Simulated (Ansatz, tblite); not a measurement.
Removing and adding an electron: Cd13H34S13. The state is a singlet with charge 0. Geometry: PBE-D4/def2-SVP. Ansatz, gas phase; energy differences of separate SCF runs; the oxidised species was run as a doublet alone; the reduced species was run as a doublet alone.

Cartesian coordinates in Å:
```
Cd 2.401 -0.016 -5.213
S -0.128 -0.890 -4.955
S 1.988 2.250 -3.521
Cd 3.349 0.240 -2.152
S 3.033 1.861 1.384
Cd -0.464 -1.407 -2.518
S -1.117 -3.720 -1.597
S 1.287 -0.782 -0.829
Cd 2.655 -2.764 0.231
Cd 1.386 1.715 4.651
S 1.985 -0.781 3.299
Cd 1.139 -5.258 -0.965
S 0.551 -3.911 1.669
Cd 0.468 4.162 -2.772
S 1.968 4.956 -0.488
Cd -3.053 2.496 -2.169
S -2.795 -0.110 -2.115
S -0.800 2.574 -0.950
Cd 0.367 0.831 0.839
Cd -0.762 4.597 2.826
S -0.459 1.903 2.921
Cd -4.100 -0.739 0.223
S -1.859 -1.217 1.188
Cd -1.937 -3.975 1.013
Cd -1.414 0.185 4.879
S -0.270 -3.320 4.893
H 3.205 -0.797 -3.674
H 2.967 0.360 -6.773
H 0.108 -2.169 -5.362
H -1.597 1.869 -4.793
H 3.011 2.980 -4.046
H 4.525 0.884 -1.061
H 3.730 1.390 0.261
H 2.987 3.143 0.907
H -1.929 -4.365 -2.479
H -4.168 -3.234 -1.518
H 4.124 -2.595 1.077
H 2.652 2.310 5.593
H 3.149 -1.354 3.718
H 1.188 -1.716 3.932
H 2.323 -3.944 -1.296
H 0.672 -6.881 -0.884
H 0.842 -5.146 2.168
H -0.394 5.454 -3.460
H 1.992 6.317 -0.575
H 0.822 4.961 0.354
H -1.737 2.626 -4.830
H -4.301 3.490 -2.702
H -3.597 -0.549 -3.125
H -0.996 3.606 -0.053
H -1.143 5.098 4.400
H -0.426 4.834 1.108
H -4.930 -3.203 -1.401
H -5.764 -0.512 0.253
H -2.238 -1.015 2.499
H -3.379 -4.770 1.423
H -0.108 0.650 5.946
H -2.783 -0.627 4.276
H -0.794 -2.945 6.098
H -1.431 -3.031 4.246
```

In the def2 sets Cd takes a core potential; there is no spin–orbit coupling. The xTB rows come from tblite. Single mean-field runs in def2-TZVP are fitted with def2-universal-jkfit. In the singlet geometry the species has come apart into loosely held pieces. In the singlet, H36 and H53 lie 0.77 Å apart, H30 and H47 lie 0.77 Å apart (atoms count from 1), so H2 has formed as a molecule. In the doublet geometry the species has come apart into loosely held pieces.

| level | −HOMO (eV) | vertical IE (eV) | −LUMO (eV) | vertical EA (eV) | HOMO–LUMO gap (eV) | IE − EA (eV) |
| --- | --- | --- | --- | --- | --- | --- |
| GFN1-xTB | 9.26 | 10.60 | 6.52 | 5.37 | 2.75 | 5.23 |
| GFN2-xTB | 10.36 | 11.80 | 6.80 | 5.44 | 3.56 | 6.36 |
| PBE-D4/def2-TZVP | 5.98 | – | 2.66 | 1.46 | 3.32 | – |
| B97M-V/def2-TZVP | 6.34 | – | 2.57 | 1.33 | 3.77 | – |
| PBE0-D4/def2-TZVP | 7.03 | 8.06 | 1.90 | 1.11 | 5.13 | 6.95 |

Run but left out: PBE-D4/def2-TZVP, B97M-V/def2-TZVP (charge +1 doublet: an occupied level 0.01 to 0.02 eV above an empty one).   Raw xTB energy differences between charge states are shifted by several eV; the methods need an empirical correction for them. Sets without diffuse functions give affinities that are too small.
